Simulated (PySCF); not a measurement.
# Potassium: a sound run and one with changed settings

Sound run: K²⁺ [Ne] 3s2 3p5, K³⁺ [Ne] 3s2 3p4. Computed with PySCF 2.14 in jorge-DZP-DKH (8s6p1d, 31 functions), with scalar relativity by spin-free X2C-1e. In the sound run the correlated levels freeze [Ne] 3s2. The sound run starts from symmetry-adapted Hartree-Fock orbitals and uses a fine grid where one is needed.

Changed run: the non-relativistic Hamiltonian (point nucleus). This setting is unsound on purpose.

```json
{"species": "K²⁺", "method": "UHF", "sound run (hartree)": "-600.15997", "changed run (hartree)": "-597.43548", "converged": "yes"}
{"species": "K²⁺", "method": "PBE", "sound run (hartree)": "-600.66782", "changed run (hartree)": "-597.92409", "converged": "yes"}
{"species": "K²⁺", "method": "TPSS", "sound run (hartree)": "-600.89615", "changed run (hartree)": "-598.15813", "converged": "yes"}
{"species": "K²⁺", "method": "MP2", "sound run (hartree)": "-600.17626", "changed run (hartree)": "-597.45170", "converged": "yes"}
{"species": "K²⁺", "method": "CCSD(T)", "sound run (hartree)": "-600.17811", "changed run (hartree)": "-597.45355", "converged": "yes"}
{"species": "K³⁺", "method": "UHF", "sound run (hartree)": "-598.49818", "changed run (hartree)": "-595.77407", "converged": "yes"}
{"species": "K³⁺", "method": "PBE", "sound run (hartree)": "-598.96116", "changed run (hartree)": "-596.21775", "converged": "yes"}
{"species": "K³⁺", "method": "TPSS", "sound run (hartree)": "-599.18739", "changed run (hartree)": "-596.44976", "converged": "yes"}
{"species": "K³⁺", "method": "MP2", "sound run (hartree)": "-598.50732", "changed run (hartree)": "-595.78317", "converged": "yes"}
{"species": "K³⁺", "method": "CCSD(T)", "sound run (hartree)": "-598.50861", "changed run (hartree)": "-595.78446", "converged": "yes"}
```

Ionisation energy of K²⁺:

| method | sound run (eV) | changed run (eV) |
| --- | --- | --- |
| UHF | 45.220 | 45.209 |
| PBE | 46.441 | 46.432 |
| TPSS | 46.498 | 46.487 |
| MP2 | 45.414 | 45.403 |
| SCS-MP2 | 45.427 | 45.416 |
| CCSD | 45.429 | 45.417 |
| CCSD(T) | 45.429 | 45.418 |

Most of the change in total energy is the relativistic energy itself. On top of that the contraction fixes the core shape for the Hamiltonian it was made with, so the changed run is not a good calculation with the other Hamiltonian either.

For comparison, NIST gives 45.803 eV between the lowest levels.
